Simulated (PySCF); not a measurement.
`InChI=1S/C2H9B2P/c1-4(2)5-3/h5H,3H2,1-2H3`

Molfile (atoms numbered from 1):
```
C2H9B2P
     RDKit          3D

 14 13  0  0  0  0  0  0  0  0999 V2000
    2.3470   -1.2219    0.1108 B   0  0  0  0  0  0  0  0  0  0  0  0
    1.1993   -0.0619    0.8722 P   0  0  0  0  0  0  0  0  0  0  0  0
   -0.4491    0.2362    0.1105 B   0  0  0  0  0  0  0  0  0  0  0  0
   -1.2424   -0.9707   -0.5292 C   0  0  0  0  0  0  0  0  0  0  0  0
   -1.0712    1.6917    0.1379 C   0  0  0  0  0  0  0  0  0  0  0  0
    1.9243   -2.1969   -0.3802 H   0  0  0  0  0  0  0  0  0  0  0  0
    3.5005   -1.0415    0.1772 H   0  0  0  0  0  0  0  0  0  0  0  0
    1.8001    1.1485    1.1456 H   0  0  0  0  0  0  0  0  0  0  0  0
   -1.3225   -0.8406   -1.6090 H   0  0  0  0  0  0  0  0  0  0  0  0
   -0.7782   -1.9396   -0.3559 H   0  0  0  0  0  0  0  0  0  0  0  0
   -2.2656   -1.0212   -0.1584 H   0  0  0  0  0  0  0  0  0  0  0  0
   -0.4468    2.3957   -0.4131 H   0  0  0  0  0  0  0  0  0  0  0  0
   -1.1248    2.0779    1.1556 H   0  0  0  0  0  0  0  0  0  0  0  0
   -2.0714    1.7438   -0.2862 H   0  0  0  0  0  0  0  0  0  0  0  0
  1  2  1  0
  2  3  1  0
  3  4  1  0
  3  5  1  0
  1  6  1  0
  1  7  1  0
  2  8  1  0
  4  9  1  0
  4 10  1  0
  4 11  1  0
  5 12  1  0
  5 13  1  0
  5 14  1  0
M  END
```

Method: PySCF, TDDFT B3LYP/def2-SVPD excited states, vertical, gas phase. Geometry: GFN2-xTB.

Q: Give the one- and two-photon strengths of the lowest singlets.

A: δ for parallel linear polarisation; σ at the peak of a Lorentzian of half width 0.1 eV, single beam; Ω is circular over linear.
```tsv
state	E (eV)	f	photon λ (nm)	δ (au)	σ (GM)	Ω	main
S1	4.83	0.250	513	42.6	0.36	1.39	HOMO→LUMO 0.94
S2	5.47	0.007	454	66.3	0.73	0.64	HOMO−1→LUMO 0.94
S3	5.82	0.000	426	1.43	0.02	1.48	HOMO−2→LUMO 0.93
S4	5.93	0.098	418	283	3.65	0.65	HOMO→LUMO+1 0.91
S5	6.33	0.001	392	0.98	0.01	0.51	HOMO−3→LUMO 0.88
```

Among these, the strongest one-photon state is S1, the strongest two-photon state S4, with a dipole change of 1.1 D (relaxed, norm of the difference vector).
